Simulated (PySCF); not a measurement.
A structure optimised at PBE-D3(BJ)/def2-SVP, used in a PySCF frequency run:

```
B
N 1 1.4074
H 2 1.0198 1 122.61
H 2 1.0201 3 114.60 1 180.00
C 1 1.5764 2 120.07 3 180.00
C 5 1.3435 1 127.78 2 0.00
F 6 1.3565 5 122.81 1 0.00
H 5 1.1040 6 113.14 7 180.00
H 6 1.1045 5 126.79 8 0.00
C 1 1.5867 2 120.64 3 0.00
H 10 1.1092 1 114.35 2 0.00
H 10 1.1118 11 107.78 1 123.26
H 10 1.1118 11 107.78 12 113.49
```
Charge 0, spin multiplicity 1.

Task: Write its SMILES, formula and point group.

Result: CB(N)/C=C\F, C₃H₇BFN, Cs

Task: What are its rotational constants (standard atomic weights)?

Result: 6.8826, 2.1802, 1.6730 GHz
